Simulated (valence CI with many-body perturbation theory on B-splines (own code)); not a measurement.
Si X: what the settings do

Computed by valence CI with perturbative core correlation (CI+MBPT): three valence electrons over a frozen Dirac-Fock core [He], a basis of 6 s, 6 p, 5 d, 3 f, 1 g functions for each j, with the one-electron correlation potential Σ1, the two-electron term Σ2, the three-electron term Σ3, Breit, model QED; selected CI, second order for the rest, scaled by the run's own slope (own B-spline code, finite nucleus).

No measured spectrum was set against this ion. As an estimate, levels of excited configurations hold to 0.05 to 0.15 % of their energy, terms of the ground configuration to about 0.5 %.

The reference run has the lowest level 2s²2p ²P°_1/2 and an ionisation energy of 401.315 eV. Its largest variational space holds 4124 state functions.

Reference levels: 2s²2p ²P°_3/2 6987, 2s2p² ⁴P_1/2 160696, 2s2p² ⁴P_3/2 163172, 2s2p² ⁴P_5/2 166736, 2s2p² ²D_3/2 288088, 2s2p² ²D_5/2 288108, 2s2p² ²S_1/2 368194, 2s2p² ²P_1/2 390466, 2s2p² ²P_3/2 394436, 2p³ ⁴S°_3/2 509116, 2p³ ²D°_3/2 575649, 2p³ ²D°_5/2 575672 cm⁻¹.

(1) Rank these changes by the mean size of the shift of these levels, smallest first.
A. cutoff of virtual states (hartree) 392 → 480
B. scale of Σ1 1 → 0.9
C. scale of Σ1 1 → 0

## Answers

(1) A (8.7 cm⁻¹), B (120 cm⁻¹), C (1200 cm⁻¹).
